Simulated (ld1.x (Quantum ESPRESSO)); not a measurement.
u(r) = r·R(r): atom against pseudo-atom (lutetium)

Columns: radius, all-electron u(r) and pseudo u(r) of the 5p shell (level -31.65 eV) of lutetium in the configuration [Kr] 4d10 4f14 5s2 5p6 5d1 6s2 6p0; Wu–Cohen, scalar-relativistic, PAW scheme, ld1.x (Quantum ESPRESSO) 7.5.

```json
{"r (bohr)": "0.160", "all-electron": "-0.3263", "pseudo": "-0.0376"}
{"r (bohr)": "0.320", "all-electron": "0.3603", "pseudo": "-0.1436"}
{"r (bohr)": "0.480", "all-electron": "0.3924", "pseudo": "-0.2991"}
{"r (bohr)": "0.640", "all-electron": "-0.1023", "pseudo": "-0.4771"}
{"r (bohr)": "0.800", "all-electron": "-0.5689", "pseudo": "-0.6477"}
{"r (bohr)": "0.960", "all-electron": "-0.8506", "pseudo": "-0.7844"}
{"r (bohr)": "1.120", "all-electron": "-0.9642", "pseudo": "-0.8687"}
{"r (bohr)": "1.280", "all-electron": "-0.9635", "pseudo": "-0.8933"}
{"r (bohr)": "1.440", "all-electron": "-0.8973", "pseudo": "-0.8622"}
{"r (bohr)": "1.600", "all-electron": "-0.7995", "pseudo": "-0.7886"}
{"r (bohr)": "1.760", "all-electron": "-0.6917", "pseudo": "-0.6909"}
{"r (bohr)": "1.920", "all-electron": "-0.5862", "pseudo": "-0.5868"}
{"r (bohr)": "2.080", "all-electron": "-0.4894", "pseudo": "-0.4895"}
{"r (bohr)": "2.240", "all-electron": "-0.4042", "pseudo": "-0.4042"}
{"r (bohr)": "2.400", "all-electron": "-0.3311", "pseudo": "-0.3311"}
{"r (bohr)": "2.560", "all-electron": "-0.2697", "pseudo": "-0.2697"}
{"r (bohr)": "2.720", "all-electron": "-0.2186", "pseudo": "-0.2186"}
{"r (bohr)": "2.880", "all-electron": "-0.1766", "pseudo": "-0.1766"}
{"r (bohr)": "3.040", "all-electron": "-0.1422", "pseudo": "-0.1422"}
{"r (bohr)": "3.200", "all-electron": "-0.1142", "pseudo": "-0.1142"}
{"r (bohr)": "3.360", "all-electron": "-0.0915", "pseudo": "-0.0915"}
{"r (bohr)": "3.520", "all-electron": "-0.0732", "pseudo": "-0.0732"}
{"r (bohr)": "3.680", "all-electron": "-0.0585", "pseudo": "-0.0585"}
{"r (bohr)": "3.840", "all-electron": "-0.0467", "pseudo": "-0.0467"}
{"r (bohr)": "4.000", "all-electron": "-0.0372", "pseudo": "-0.0372"}
{"r (bohr)": "4.160", "all-electron": "-0.0296", "pseudo": "-0.0296"}
```

Task: How many radial nodes do the two functions have?

Result: The all-electron 5p function has n − l − 1 = 3 (the table is too coarse to show those close to the nucleus); the pseudo-wave has 0, since the states of the same l below it are removed with the core.

Task: At about which radius was the pseudo-wave matched?

Result: 2.15 bohr, where the columns begin to agree (steps of 0.16 bohr).

Task: Where does each function peak?

Result: Outermost all-electron maximum near 1.12 bohr, pseudo maximum near 1.28 bohr (to the table’s step).

Task: Is the pseudo-wave norm-conserving?

Result: No, it belongs to a PAW set: the norm inside the radius is not constrained, and the difference is carried by the augmentation charge.
